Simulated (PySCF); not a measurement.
Vertical excitations of a molecule C3H12OSi2 from TDA-LC-ωPBE/def2-SVPD in PySCF 2.14.0, as energy in eV (oscillator strength): 7.58 (0.028), 8.34 (0.041), 8.67 (0.054), 8.88 (0.031), 8.99 (0.076), 9.06 (0.083). Lowest triplet (TDA): 7.15 eV. Coordinates come from a B3LYP-D3(BJ)/def2-SVP optimisation. The values are those of a single conformer.

Which molecule gave these data?
(A) CC[SiH2][C@H](O)[SiH3]
(B) COC[SiH2]C[SiH3]
(C) C[SiH](C)C[SiH2]O
(D) C[C@H](C[SiH3])O[SiH3]

C, C[SiH](C)C[SiH2]O
